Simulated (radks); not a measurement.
Eu3+, 60 electrons, occupied as [Xe] 4f6 (the NIST ground configuration).

All-electron calculation, Dirac Kohn-Sham, Slater X-alpha with alpha = 0.667, spin-unpolarised, spherical densities, point nucleus; open shells fill j = l - 1/2 first. Program: a radial shooting solver on a logarithmic mesh with Libxc functionals.

Energy parts (eV):
part                  energy
total             -294897.78
kinetic            320764.40
electron-nucleus  -722367.98
Hartree            112928.45
exchange            -6222.65

Orbitals (lengths in bohr, moments of r in powers of bohr; r(90%) holds 90 % of the orbital's charge):
orbital	occ.	eigenvalue (eV)	<r^4>	r(90%)	<r^2>
1s1/2	2	-48303.68	1.228e-06	0.0404	0.0006801
2s1/2	2	-7953.576	0.0001959	0.147	0.01064
2p1/2	2	-7549.582	0.0001214	0.130	0.007731
2p3/2	4	-6902.373	0.0001580	0.139	0.008969
3s1/2	2	-1773.176	0.007681	0.367	0.07125
3p1/2	2	-1598.397	0.007002	0.359	0.06645
3p3/2	4	-1466.565	0.008529	0.377	0.07360
3d3/2	4	-1163.092	0.006221	0.349	0.05895
3d5/2	6	-1134.386	0.006613	0.355	0.06095
4s1/2	2	-375.4256	0.1904	0.813	0.3616
4p1/2	2	-307.9121	0.2176	0.842	0.3811
4p3/2	4	-278.5511	0.2650	0.885	0.4207
4d3/2	4	-167.1782	0.3830	0.972	0.4849
4d5/2	6	-161.8928	0.4081	0.987	0.5005
4f5/2	6	-31.8033	2.551	1.50	0.9939
4f7/2	0	-31.1275	2.701	1.52	1.020
5s1/2	2	-71.3227	6.175	1.94	2.051
5p1/2	2	-52.4736	9.856	2.19	2.552
5p3/2	4	-48.2316	12.26	2.31	2.848

The highest occupied level is 4f5/2 at -31.803 eV. The density falls to 0.001 e/bohr^3 at r = 3.29 bohr. Summed over all electrons, <r^2> = 35.92 bohr^2, which gives a Langevin (diamagnetic) susceptibility term of -28.4 x 10^-6 cm^3/mol.
